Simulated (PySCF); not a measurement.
**From computed data to an observable: entropy of an ideal gas**

Cl2HHfO, SMILES [OH][Hf+]([Cl])[Cl], charge +1, multiplicity 1.

Geometry optimised at PBE-D3(BJ)/def2-SVP. The multiplicity is an assumed one; other spin states were not compared. The isomer is the one that the SMILES or the coordinates give; other isomers of the formula were not compared. The def2 effective core potentials stand for the cores of Hf; spin–orbit coupling is left out. One conformer was computed; it need not be the lowest.

PBE-D3(BJ)/def2-SVP (PySCF 2.14.0) gives the harmonic wavenumbers 102, 129, 158, 380, 413, 418, 507, 782, 3740 cm⁻¹ and the rotational temperatures 0.1435, 0.0898, 0.0648 K. The molar mass is 266.40 g/mol, the symmetry number 1, the spin multiplicity 1.

### Question
Work out the entropy at 298.15 K and 1 atm in the rigid-rotor, harmonic-oscillator model.

### Answer

Translation (Sackur–Tetrode at 1 atm): S = R[1.5 ln M + 2.5 ln T − 1.16487] = 178.4 J/(mol K).
Rotation: q = (√π/σ) T^1.5/√(θA θB θC) = 316000, S = R[ln q + 3/2] = 117.8 J/(mol K).
Vibration: with u = 1.4388 ν/T, each mode gives R[u/(e^u − 1) − ln(1 − e^−u)]:
```csv
ν (cm⁻¹),modes,u,S (J/(mol K))
102,1,0.49,14.29
129,1,0.62,12.39
158,1,0.76,10.77
380,1,1.83,4.35
413,1,1.99,3.83
418,1,2.02,3.76
507,1,2.45,2.68
782,1,3.77,0.93
```
The stiffer modes add less than 0.005 each. Sum 53.0 J/(mol K).
Spin: R ln 1 = 0.0 J/(mol K).
Total 349.2 J/(mol K); the program's own thermochemistry gives 349.2. Translation makes up 51 % and vibration 15 %. Anharmonicity, hindered rotation and orbital degeneracy are left out.
